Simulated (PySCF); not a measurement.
## Static response to an electric field

Compound: C₆H₆F₂.
Numbering: `[CH2:1]=[C:2]([F:3])/[CH:4]=[CH:5]/[CH:6]=[CH:7]/[F:8]` (hydrogens: H9, H10 on C1; H11 on C4; H12 on C5; H13 on C6; H14 on C7)

Cartesian coordinates in Å at the PBE0-D3(BJ)/def2-SVP level; atoms count from 1:
```
atom  x, y, z in Å
C1     3.067    0.443   -0.158
C2     1.847    0.318    0.378
F3     1.700    0.421    1.706
C4     0.616    0.071   -0.341
C5    -0.585   -0.063    0.260
C6    -1.818   -0.309   -0.446
C7    -2.993   -0.449    0.180
F8    -4.119   -0.676   -0.478
H9     3.935    0.625    0.475
H10    3.198    0.363   -1.237
H11    0.703   -0.005   -1.428
H12   -0.630    0.015    1.351
H13   -1.803   -0.387   -1.538
H14   -3.134   -0.394    1.265
```

Level: CAM-B3LYP/def2-SVPD (PySCF), static field, nuclei fixed, core orbitals frozen in the response. The polarisability tensor in these axes (au):

```
x   160.02  16.16 -11.35
y    16.16  49.91  -0.19
z   -11.35  -0.19  65.90
```

Q: Give the principal values, the mean and the anisotropy Δα = √{½[(α1 − α2)² + (α2 − α3)² + (α1 − α3)²]}.

A: Principal values 47.47, 64.72 and 163.64 au; mean 91.94 au = 13.62 Å³ = 15.16 × 10⁻⁴⁰ C²·m²/J; Δα = 108.58 au (118 % of the mean).

Q: What is the dipole moment, and where does it point?

A: (0.53, 0.00, -0.67) D, 0.86 D in size, pointing from the negative to the positive side. Measured along this direction, the outermost atoms are H14 at the negative end and H10 at the positive end.

Q: Molar refractivity from α?

A: Lorentz–Lorenz: R = (4π/3)N_A α = 2.5225 cm³/(mol·Å³) × 13.62 Å³ = 34.4 cm³/mol, in the limit of long wavelengths.

Q: Rayleigh depolarisation ratio (linearly polarised light, static tensor)?

A: ρ = 3Δα²/(45ᾱ² + 4Δα²) = 35368.6/(380402 + 47158.1) = 0.0827.

Q: What would n − 1 = 2πNα be for an ideal gas of these molecules at 400 K and 1 atm, electronic part alone?

A: N = p/kT = 1.8347 × 10¹⁹ cm⁻³, so n − 1 = 2π × N × 13.62 × 10⁻²⁴ cm³ = 1571 × 10⁻⁶ at long wavelengths, for an ideal gas.

Q: What are the principal values of the traceless quadrupole moment, Θ = ½Σq(3rr − r²1), about the centre of nuclear charge?

A: -8.70, -2.70, 11.41 D·Å. The values depend on the origin, since the dipole doesn't vanish. The electronic extent ⟨r²⟩ about the same centre is 1597 bohr², a root-mean-square distance of 2.73 Å for the 60 electrons.

Isolated species at its PBE0-D3(BJ)/def2-SVP geometry (one conformer only).
